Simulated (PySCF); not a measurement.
Compound: C6H10O.
Atom-mapped SMILES: `[CH2:1]=[C:2]([CH3:3])[C:4](=[CH2:5])[CH2:6][OH:7]` (hydrogens: H8, H9 on C1; H10, H11, H12 on C3; H13, H14 on C5; H15, H16 on C6; H17 on O7)

Computed geometry: GFN2-xTB, gas phase.

Problem. List the bond lengths, angles and torsions at this level.

Solution. 
| bond | length (pm) |
| --- | --- |
| C1=C2 | 133.2 |
| C2–C3 | 150.3 |
| C2–C4 | 146.9 |
| C4=C5 | 133.3 |
| C4–C6 | 151.4 |
| C6–O7 | 141.3 |
| C1–H8 | 107.8 |
| C1–H9 | 107.4 |
| C3–H10, C3–H11, C3–H12 | 108.8 |
| C5–H13 | 107.8 |
| C5–H14 | 107.5 |
| C6–H15, C6–H16 | 109.7 |
| O7–H17 | 96.3 |

Bonds in one row agree within 1 pm and their mean is given. A selection of angles:
| angle | degrees |
| --- | --- |
| C2–C1–H8 | 121.0 |
| C2–C1–H9 | 122.9 |
| H8–C1–H9 | 116.1 |
| C1–C2–C3 | 120.4 |
| C1–C2–C4 | 122.1 |
| C3–C2–C4 | 117.5 |
| C2–C3–H10 | 110.5 |
| C2–C3–H12 | 110.3 |
| H10–C3–H11 | 108.2 |
| H11–C3–H12 | 108.6 |
| C2–C4–C5 | 123.0 |
| C2–C4–C6 | 118.0 |
| C5–C4–C6 | 119.0 |
| C4–C5–H13 | 121.2 |
| C4–C5–H14 | 123.2 |
| H13–C5–H14 | 115.6 |
| C4–C6–O7 | 113.8 |
| C4–C6–H15 | 109.1 |
| O7–C6–H15 | 110.0 |
| O7–C6–H16 | 105.5 |
| H15–C6–H16 | 108.1 |
| C6–O7–H17 | 108.5 |

Dihedral angles: C1–C2–C4–C5 177° (antiperiplanar); C2–C4–C6–O7 63° (synclinal); H17–O7–C6–C4 54° (synclinal). The mirror-image conformer, all signs reversed, is as good.

The C–C distances run from 1.332 Å (C1=C2, drawn double) to 1.514 Å (C4–C6, drawn single), a spread of 0.182 Å. Of the pairs four or more bonds apart, C6···H9 is among the closest relative to their van der Waals radii: 2.55 Å, 88 % of the sum of Bondi's values.

Point group: C1 (no symmetry element, even within 0.4 Å). No GFN2-xTB frequencies stand behind this structure, so it isn't proved a minimum. The numbers are those of one conformer (C1–C2–C4–C5 177°, C2–C4–C6–O7 63°, C4–C6–O7–H 54°).
